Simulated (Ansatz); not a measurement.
Energy needed to pull apart CH4SSe, closed shell, into free ground-state atoms, from the structure below (displaced at random from a GFN2-xTB minimum); no zero-point or spin–orbit terms; open-shell atoms are treated unrestricted, in their ground-state multiplicity.

```xyz
7
angstrom
C -0.5339 0.8193 -0.1245
S -0.5120 -0.4788 1.0177
Se 0.8689 -1.9673 0.1219
H -0.8320 0.2437 -1.3053
H 0.3199 1.2492 -0.5439
H -1.3184 1.4723 0.1144
H 2.0545 -1.3796 0.4805
```

Ansatz 0.2.0; basis: def2-TZVPP; cores frozen in the correlated methods. Filled d shells of the heavier atoms are correlated. The def2 sets are not built for correlating such inner shells, so the correlated values are less sure here.

| method | atomization energy (eV) |
| --- | --- |
| PBE-D4 | 22.00 |
| r2SCAN-D4 | 21.57 |
| PBE0-D4 | 21.53 |
| r2SCANh-D4 | ? |
| BHLYP-D4 | 20.69 |
| wB97M-V | 21.48 |
| HF | ? |
| MP2 | 20.93 |
| CCSD | 20.38 |
| CCSD(T) | 20.79 |

(1) What does HF give? (An estimate is asked for; the value comes from the calculation.)

(2) What does r2SCANh-D4 give? (To be estimated.)

The T1 diagnostic stays at or below 0.011.

Results:

(1) By the calculation: 14.49 eV, which is about 6.30 eV less than CCSD(T)/def2-TZVPP.

(2) Computed: 21.41 eV, which is about 0.62 eV more than CCSD(T)/def2-TZVPP.

In triple zeta the MP2 and coupled-cluster atomization energies are still short of their basis limit by a few kcal/mol a bond, whereas those of the functionals are nearly converged, so these differences are not deviations from converged CCSD(T).

For scale, one of the runs: CCSD(T)/def2-TZVPP forces, 177 basis functions (an equivalent command: `ansatz run in.yaml --threads 4`). The run took 3.4 min on 4 CPU threads (shared host), with 2.9 GiB of host memory at its peak.
